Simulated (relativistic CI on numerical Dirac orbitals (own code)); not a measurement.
## V²⁺: 3s photoemission

Computed with this model: Dirac-Coulomb-Breit CI, separate exchange-only KLI orbitals for each configuration, a model potential for QED, valence Slater integrals scaled by 0.8, multiplet model of photoemission in the sudden approximation; configurations [Ar] 3d3 → [Ne] 3s 3p6 3d3; 80 K; Lorentzian 1.5 eV and Gaussian 0.6 eV FWHM. Energies are those of the free ion, without screening or charge transfer. The energies are binding energies and can lie tens of eV above those of solids. Without intra-shell correlation the exchange splitting of an s hole comes out too large, often by half or more. S is read from ⟨S²⟩ = S(S + 1).

Field parameters in Wybourne normalisation: Td as Oh with Dq negative (B⁴₀ = 21Dq, B⁴₄ = √(5/14) B⁴₀). The field is a parameter set, without covalency.

free ion: ground-state S = 1.50, centroid 101.04 eV. Peaks (eV, height): 98.6 (100), 105.2 (61).

Td, 10Dq = -14150 cm⁻¹: ground-state S = 1.12, centroid 101.17 eV. Peaks (eV, height): 98.6 (100), 100.4 (99), 105.2 (60).

Strongest unbroadened transitions for Td, 10Dq = -14150 cm⁻¹:

```
Energy (eV)  Relative strength
      98.52                0.1
      98.54                2.6
      98.55                0.3
      98.56               91.5
      98.59                8.4
      98.60                0.3
     100.47                0.1
     100.51              100.0
     102.09                0.0
     102.68                0.0
     103.57                0.1
     103.87               35.3
     103.90                0.5
     105.25                0.1
     105.27                1.8
     105.29               54.1
     105.31                2.0
     105.39                0.1
```
